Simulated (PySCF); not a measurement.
A series of related molecules

Computed, not measured: PySCF, TDA wB97X-D/def2-TZVP excited states, vertical, gas phase. Geometry: PBE0-D3(BJ)/def2-SVP.

Each molecule in one low-energy conformer.

(1) Order by vertical S1–T1 gap, lowest first.
A. CSC([SiH3])=C=C[SiH3]
B. C#CC([SiH3])=C=C[SiH3]
C. N#CC([SiH3])=C=C[SiH3]

Results:

(1) A (0.38 eV), C (1.37 eV), B (1.52 eV).

All values:
| molecule | change | S1 (eV) | S1 from | f(S1) | T1 (eV) | T1 from | S1 − T1 (eV) | S0–T1 spin-orbit coupling (cm⁻¹) | S1–T1 spin-orbit coupling (cm⁻¹) |
| --- | --- | --- | --- | --- | --- | --- | --- | --- | --- |
| C#CC([SiH3])=C=C[SiH3] | H replaced by ethynyl | 5.20 | HOMO→LUMO+1 | 0.002 | 3.68 | HOMO→LUMO | 1.52 | 1.21 | 3.40 |
| N#CC([SiH3])=C=C[SiH3] | H replaced by CN | 5.35 | HOMO−1→LUMO | 0.003 | 3.99 | HOMO→LUMO | 1.37 | 1.26 | 2.98 |
| CSC([SiH3])=C=C[SiH3] | H replaced by SCH3 | 4.27 | HOMO→LUMO | 0.000 | 3.89 | HOMO→LUMO | 0.38 | 89.02 | 5.13 |
